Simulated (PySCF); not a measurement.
## UHF on Fe⁺ (iron, charge +1)

Configuration: [Ar] 3d6 4s1, high-spin 6D determinant. Calculation: PySCF 2.14, in def2-QZVPPD (11s6p5d4f2g, 100 functions); no relativity, point nucleus.

```
Total energy                                                  : -1262.220687 hartree
One-electron energy                                           : -1736.8355 hartree
Hartree (Coulomb) energy                                      : 528.9298 hartree
Exchange energy                                               : -54.3150 hartree
Kinetic energy                                                : 1262.21592 hartree
⟨S²⟩                                                          : 8.7527
⟨L²⟩                                                          : 6.019
Sum of ⟨r⟩                                                    : 18.12 bohr
Sum of ⟨r²⟩                                                   : 25.27 bohr²
Traceless quadrupole moment −½Σ⟨3z² − r²⟩ along its main axis : 0.327 e·bohr²
Density at the nucleus (Gaussians lack the cusp)              : 11800 bohr⁻³
Spin density at the nucleus                                   : 3.95 bohr⁻³
Langevin diamagnetic susceptibility                           : -20.0 ×10⁻⁶ cm³/mol
```

| shell | electrons | mean orbital energy (hartree) | spread (hartree) | rms radius, mean of both spins (bohr) |
| --- | --- | --- | --- | --- |
| 1s α | 1 | -261.67996 | 0 | 0.0685 |
| 1s β | 1 | -261.67471 | 0 | 0.0685 |
| 2s α | 1 | -32.29929 | 0 | 0.292 |
| 2s β | 1 | -32.17226 | 0 | 0.292 |
| 2p α | 3 | -27.77640 | 0.03424 | 0.262 |
| 2p β | 3 | -27.65382 | 0.00044 | 0.262 |
| 3s α | 1 | -4.65155 | 0 | 0.880 |
| 3s β | 1 | -4.28647 | 0 | 0.880 |
| 3p α | 3 | -3.25938 | 0.07563 | 0.939 |
| 3p β | 3 | -2.82873 | 0.05669 | 0.939 |
| 3d α | 5 | -0.98889 | 0.08889 | 1.21 |
| 3d β | 1 | -0.78286 | 0 | 1.21 |
| 4s α | 1 | -0.55936 | 0 | 3.01 |

Spin-orbit constants ζ (cm⁻¹) from the X2C one-electron operator on these orbitals (non-relativistic here): bare nucleus, nucleus screened by l(l+1)(2l+1)/3 electrons, and screened by the Breit-Pauli mean field of the electrons.

| shell | bare | screened nucleus | mean field |
| --- | --- | --- | --- |
| 2p | 67940 | 62720 | n/a |
| 3p | 8213 | 7582 | n/a |
| 3d | 775.2 | 477.0 | n/a |

To first order the Landé constant is A = -95.41 cm⁻¹, so the lowest level has J = 9/2 and lies 0.0591 eV below the centre of the term. This holds in LS coupling only.
